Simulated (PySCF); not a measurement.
# What a mistake does to a calculation on B2ClGeH5

All numbers below are calculated, not measured. The program is PySCF 2.14.0, an open-source quantum chemistry code, run on an isolated molecule that a program drew, which may never have been made. The molecule is B2ClGeH5 (charge 0, singlet), drawn as the SMILES string `B[B](Cl)[GeH3]`.

Each row is a Hartree-Fock (HF) and frozen-core CCSD(T) single point in the cc-pV(D+d)Z basis, meant for a local HF minimum. Run 1 is clean. Each other run has one planted mistake out of seven kinds, and not every kind appears here: one electron removed, one electron added, multiplicity raised by two, geometry at a saddle point, minimal basis STO-3G, one bond length entered in bohr, all coordinates scaled. The reference is restricted for singlets and unrestricted otherwise, and also for a bond in bohr. Adding or removing an electron swaps singlet and doublet. Electrons count all cores. HOMO and LUMO are orbital energies over both spins, the gradient is its largest component, and the lowest frequency (negative if imaginary) is given only where the gradient is small. Bond lengths are over the 8 bonds as drawn. T1 is the CCSD diagnostic: over 0.02 (restricted) or 0.045 (unrestricted) a single reference is doubtful. Germanium has the cc-pVDZ-PP basis, with a core potential (ECP10MDF) in place of its 10 inner electrons, and its 3s, 3p and 3d shells are frozen in CCSD(T).

Geometry of the clean run:
```xyz
9
B2ClGeH5, angstrom
B     1.0250   -0.5262   -1.1412
B    -0.1608    0.5822   -0.6820
Cl   -1.8674    0.0918   -0.8002
Ge    0.2172    2.5226    0.0298
H     1.5086   -1.2836   -0.3440
H     1.4358   -0.5637   -2.2694
H     1.7192    2.8372    0.0793
H    -0.3539    2.6738    1.4449
H    -0.4604    3.5501   -0.8848
```

| run | electrons | basis functions | <S^2> | HOMO (eV) | LUMO (eV) | gradient (hartree/bohr) | lowest frequency (cm^-1) | mean bond (Å) | longest bond (Å) | T1 | HF (hartree) | CCSD(T) (hartree) | mistake |
|---|---|---|---|---|---|---|---|---|---|---|---|---|---|
| 1 | 64 | 99 | 0.000 | -10.25 | 1.60 | 3.0e-05 | 48 | 1.5716 | 2.101 | 0.0139 | -805.15390 | -805.62414 | no fault |
| 2 | 65 | 99 | 0.764 | -0.63 | 6.66 | 4.3e-02 | - | 1.5716 | 2.101 | 0.0142 | -805.13277 | -805.61779 | one electron added |
| 3 | 64 | 99 | 0.963 | -9.11 | 0.96 | 1.6e-02 | - | 1.8052 | 3.971 | 0.0219 | -805.06729 | -805.51454 | one bond length entered in bohr |
| 4 | 64 | 99 | 2.031 | -6.93 | -1.73 | 3.3e-02 | - | 1.5716 | 2.101 | 0.0244 | -805.02688 | -805.49667 | ? |

**Which mistake was planted in run 4, and what did it cost?**

Electrons, basis and geometry are unchanged, and <S^2> is 2.031, beside S(S+1) = 2.00 for a multiplicity of 3. So the mistake is: multiplicity raised by two. Subtracting run 1 and multiplying by 627.51 kcal/mol a hartree, the energy moved by 79.7 kcal/mol in HF and 80.0 kcal/mol in CCSD(T).

Cautions from the logs. Run 2: the added electron raises the CCSD(T) energy, so it isn't bound in this basis.
